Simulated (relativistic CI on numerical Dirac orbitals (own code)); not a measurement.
# Charge states of bromine

These numbers are calculated, not measured: Dirac-Coulomb-Breit CI, KLI orbitals optimised for each configuration, model QED, valence Slater integrals scaled by 0.9 (own radial code, finite nucleus).

Each species is treated in one configuration, given outside its closed core. Radial values are for the open shell of highest l, unscaled and averaged over j; ζ includes the Breit term. Labels give the leading LS character, summed over repeated terms.

```tsv
Ion	Configuration	Its lowest level	LS weight (%)	g_J	g√(J(J+1))	ζ (cm⁻¹)	Next level	E (cm⁻¹)
Br24+	3s	²S1/2	100	1.999	1.73			
Br25+	2s²2p⁶	¹S0	100		0.00			
Br26+	2s²2p⁵	²P°3/2	100	1.327	2.57	261800	²P°1/2	393520
Br27+	2s²2p⁴	³P2	79	1.387	3.40	269800	³P0	155810
Br28+	2s²2p³	J = 3/2 (mixed)	49	1.560	3.02	278000	²D°3/2	333880
Br29+	2s²2p²	?	?	?	?	?	?	?
Br30+	2s²2p	²P°1/2	100	0.656	0.57	295100	²P°3/2	443620
Br31+	2s²	¹S0	100		0.00			
Br32+	2s	²S1/2	100	1.992	1.73			
Br33+	1s²	¹S0	100		0.00
```

(1) Fill in the row of Br29+.

Results:

(1) Its lowest level ³P0; LS weight (%) 80; g√(J(J+1)) 0.00; ζ (cm⁻¹) 286500; Next level ³P1; E (cm⁻¹) 343850.
